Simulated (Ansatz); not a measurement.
The first iterations of a band of CH9AlGeOSi (14 atoms, charge 0, multiplicity 1).

All numbers below come from RKS B3LYP/def2-SVP in Ansatz.

```json
{
  "movable images": "2",
  "climbing image": "yes",
  "spring": "5.0 eV/Å²",
  "optimiser": "quadratic models (default)",
  "start path": "through a guess of the saddle point",
  "force threshold": "0.05 eV/Å",
  "iteration limit": "60",
  "end points": "relaxed"
}
```

First end point:

```xyz
14
Properties=species:S:1:pos:R:3
C -1.864 0.932 1.195
O -1.048 -0.194 0.969
Si 0.528 -0.154 0.377
Al 1.407 -2.449 0.500
Ge 0.603 0.768 -1.865
H -2.098 1.472 0.257
H -2.814 0.597 1.641
H -1.393 1.653 1.892
H 1.347 0.808 1.199
H 2.922 -2.720 0.100
H 0.487 -3.665 0.938
H 2.075 0.908 -2.322
H -0.053 2.165 -1.967
H -0.112 -0.150 -2.885
```

Last end point:

```xyz
14
Properties=species:S:1:pos:R:3
C -1.842 0.544 1.534
O -1.195 0.547 0.284
Si 0.450 0.256 0.052
Al 1.129 -2.042 0.667
Ge 0.823 0.761 -2.270
H -1.479 1.359 2.190
H -2.922 0.692 1.374
H -1.707 -0.414 2.075
H 1.261 1.254 0.840
H 2.613 -2.529 0.364
H 0.109 -3.070 1.326
H 2.328 0.643 -2.606
H 0.359 2.193 -2.614
H 0.060 -0.223 -3.186
```

| iteration | highest image above the first end (eV) | largest band force component (eV/Å) |
| --- | --- | --- |
| 1 | 2.186 | 7.554 |
| 2 | 0.556 | 2.379 |
| 3 | 0.109 | 0.894 |

**Question.** Does the band converge within its limit, and where does its top end?

**Answer.** The run converged. It ended after 10 iterations with the highest image 0.058 eV above the first end. Another band between the same ends (5 images) ends at a top of the same energy, where a vibrational analysis finds 1 clearly imaginary mode. So few images can step over the top or miss a turn of the path.

The run took 120 s on 2 threads of Arm Neoverse V1, on a shared host, peak memory 0.4 GiB.
